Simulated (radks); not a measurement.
Task: Coherent X-ray form factor from a spherical all-electron density. Calculated with a radial shooting solver on a logarithmic mesh with Libxc functionals: scalar-relativistic Kohn-Sham, SCAN, spin-polarised, spherical densities, finite nucleus; meta-GGA in the generalised Kohn-Sham scheme; Fermi nuclear charge, rms radius of each element as measured or else 0.836 A^(1/3) + 0.57 fm.

sin(theta)/lambda (1/angstrom),f0 (electrons)
0.05,79.068
0.1,76.520
0.15,72.935
0.2,68.904
0.25,64.841
0.3,60.964
0.4,54.046
0.5,48.255
0.6,43.412
0.8,35.703
1,29.642
1.25,23.752
1.5,19.606
2,15.056

The species is in the configuration that NIST lists as its ground one. Which atom or ion scatters so?

Result: The thallium ion Tl+, [Hg]. Extrapolating in s^2 from the first two rows gives f0(0) = 79.9, near the electron count 80; among species with that count, the fall with angle is slower the higher Z, and the table is that of Z = 81; from so few rows the species is fixed only to a neighbour or two.
